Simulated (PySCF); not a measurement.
Compound: C7H15B.
Structure used (PBE0-D3(BJ)/def2-SVP), in Å, numbered top down from 1:
```
atom  x, y, z in Å
B1    -1.714    1.241   -0.877
C2    -1.264    0.260    0.254
C3    -2.415   -0.766    0.095
C4    -1.311    0.846    1.665
C5     0.068   -0.443   -0.032
C6     1.281    0.487   -0.060
C7     2.538   -0.213   -0.468
C8     3.637   -0.329    0.279
H9    -2.513    2.121   -0.645
H10   -1.359    1.059   -2.022
H11   -2.273   -1.582    0.824
H12   -3.404   -0.320    0.293
H13   -2.436   -1.225   -0.907
H14   -2.290    1.303    1.873
H15   -1.136    0.063    2.424
H16   -0.550    1.627    1.813
H17    0.242   -1.235    0.721
H18   -0.005   -0.959   -1.006
H19    1.429    0.960    0.924
H20    1.077    1.307   -0.776
H21    2.525   -0.676   -1.464
H22    4.520   -0.863   -0.080
H23    3.695    0.113    1.280
```

The closed-shell ground state was solved at several levels (PySCF, density fitting, gas phase, non-relativistic).

| level | basis functions | HOMO (eV) | LUMO (eV) | gap (eV) | dipole (D) |
| --- | --- | --- | --- | --- | --- |
| wB97X-D/pcSseg-1 | 211 | -9.24 | 0.69 | 9.93 | 0.64 |
| wB97X-D/def2-SVPD | 280 | -9.25 | 0.66 | 9.91 | 0.67 |

(1) What might PBE0/pcSseg-1 (211 basis functions) give for the same quantities?

(2) Over all these levels, which gives the widest orbital gap and which the narrowest?

(3) How far do the dipole and the HOMO energy spread over the levels?

## Answers

(1) HOMO -7.38 eV, LUMO -1.22 eV, gap 6.16 eV, dipole 0.69 D.

(2) wB97X-D/pcSseg-1 (range-separated hybrid) has the widest, 9.93 eV, and PBE0/pcSseg-1 (global hybrid, 25 % exact exchange) the narrowest, 6.16 eV. The two share the basis. From the narrowest to the widest the HOMO moves by -1.86 eV and the LUMO by +1.91 eV.

(3) The dipole runs from 0.64 to 0.69 D (mean 0.67 D) and the HOMO from -9.25 to -7.38 eV.

One conformer stands for the species.
